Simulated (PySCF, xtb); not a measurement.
Si(F)2(Me)(OH) (CH4F2OSi), SMILES [Si](O)(F)(C)F.

GFN2-xTB in xtb 6.7.1 at its own geometry gives an orbital gap of 8.68 eV and a dipole moment of 1.80 D.

Coordinates come from a ωB97X-D3(BJ)/def2-SVP optimisation. Other conformers were not sampled.

What does CAM-B3LYP/def2-TZVP (PySCF) give? (The exact figures need the calculation; the answer reports its results.)

gap 12.93 eV (levels -11.56 and 1.37 eV), dipole 1.20 D.
